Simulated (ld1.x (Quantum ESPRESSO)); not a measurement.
**Logarithmic derivatives: Al, PAW**

- Element: aluminium
- Generator: ld1.x (Quantum ESPRESSO) 7.5
- Type: PAW
- Functional: PBE
- Relativity: non-relativistic
- Frozen core: [Ne]
- Valence charge: 3
- Reference configuration: 3s2 3p0.5 (charge +0.5)
- Partial waves: 3s (bound): rcut 1.50, rcutus 2.00 bohr; 3s channel at 3.6 Ry: rcut 1.50, rcutus 2.00 bohr; 3p (bound): rcut 2.00, rcutus 2.40 bohr; 3p channel at 0.05 Ry: rcut 2.00, rcutus 2.40 bohr; 3d channel at 0.05 Ry: rcut 1.65, rcutus 2.00 bohr; 3d channel at 2.4 Ry: rcut 1.65, rcutus 2.00 bohr
- Local potential: all-electron potential smoothed inside 1.80 bohr (lloc = -1)
- Core correction: Bessel-smoothed model core, default radius (core density twice the valence density)
- Augmentation charge: PSQ, inside the norm-conserving radii

The phase is arctan(r·u′/u) with u = r·R(r), unwrapped; energies in Ry, scanned from -3 to 5 Ry. A pole is an energy at which the radial function vanishes at the test radius. The pseudo phase is shifted by a multiple of π to meet the all-electron one at the reference energy, and phase errors are pseudo minus all-electron; the curves can meet again beyond the range given. Levels narrower than the energy grid can be missing from the lists of poles.

```tsv
channel	radius (bohr)	reference energy (Ry)	poles, all-electron	poles, pseudo	unbroken range about the reference energy with phases within 0.05 rad	phase error 1 Ry above the reference energy (rad)
s	2.60	-0.81	0.51	0.51	the whole range	-0.000
p	2.60	-0.42	1.30	1.29	below 3.4	-0.000
d	2.60	0.05	2.07	2.07	the whole range	+0.000
```

Phases in the s channel:

```json
{"E (Ry)": "-3.00", "all-electron": "1.275", "pseudo": "1.274"}
{"E (Ry)": "-2.52", "all-electron": "1.220", "pseudo": "1.220"}
{"E (Ry)": "-2.04", "all-electron": "1.123", "pseudo": "1.123"}
{"E (Ry)": "-1.56", "all-electron": "0.898", "pseudo": "0.897"}
{"E (Ry)": "-1.08", "all-electron": "0.105", "pseudo": "0.105"}
{"E (Ry)": "-0.60", "all-electron": "-1.055", "pseudo": "-1.055"}
{"E (Ry)": "-0.12", "all-electron": "-1.405", "pseudo": "-1.405"}
{"E (Ry)": "0.36", "all-electron": "-1.542", "pseudo": "-1.543"}
{"E (Ry)": "0.84", "all-electron": "-1.625", "pseudo": "-1.625"}
{"E (Ry)": "1.32", "all-electron": "-1.691", "pseudo": "-1.691"}
{"E (Ry)": "1.80", "all-electron": "-1.759", "pseudo": "-1.759"}
{"E (Ry)": "2.28", "all-electron": "-1.848", "pseudo": "-1.849"}
{"E (Ry)": "2.76", "all-electron": "-1.998", "pseudo": "-1.999"}
{"E (Ry)": "3.24", "all-electron": "-2.348", "pseudo": "-2.348"}
{"E (Ry)": "3.72", "all-electron": "-3.298", "pseudo": "-3.298"}
{"E (Ry)": "4.20", "all-electron": "-4.101", "pseudo": "-4.102"}
{"E (Ry)": "4.68", "all-electron": "-4.380", "pseudo": "-4.381"}
```
